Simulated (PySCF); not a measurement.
**Copper: a sound run and one with changed settings**

Sound run: Cu [Ar] 3d10 4s1, Cu⁺ [Ar] 3d10. All numbers are calculated (PySCF 2.14, the non-relativistic Hamiltonian (point nucleus), in 6-31G* (5s4p2d1f, 34 functions)). The sound run starts from symmetry-adapted Hartree-Fock orbitals and uses a fine grid where one is needed.

Changed run: radial step 0.5 in ln r (0.13 in the sound run). This setting is unsound on purpose.

```json
{"species": "Cu", "method": "UHF", "sound run (hartree)": "-1638.56376", "changed run (hartree)": "-1638.56376", "converged": "yes"}
{"species": "Cu", "method": "B3LYP", "sound run (hartree)": "-1640.11109", "changed run (hartree)": "-1640.18480", "converged": "yes"}
{"species": "Cu", "method": "BP86", "sound run (hartree)": "-1640.30023", "changed run (hartree)": "-1640.37629", "converged": "yes"}
{"species": "Cu⁺", "method": "UHF", "sound run (hartree)": "-1638.35038", "changed run (hartree)": "-1638.35038", "converged": "yes"}
{"species": "Cu⁺", "method": "B3LYP", "sound run (hartree)": "-1639.85809", "changed run (hartree)": "-1639.93189", "converged": "yes"}
{"species": "Cu⁺", "method": "BP86", "sound run (hartree)": "-1640.05291", "changed run (hartree)": "-1640.13465", "converged": "yes"}
```

Ionisation energy of Cu:

```csv
method,sound run (eV),changed run (eV)
UHF,5.806,5.806
B3LYP,6.884,6.882
BP86,6.730,6.575
```

A coarse radial grid mis-integrates the density and the exchange-correlation energy, with errors of either sign; Hartree-Fock needs no grid.

For comparison, NIST gives 7.726 eV between the lowest levels.
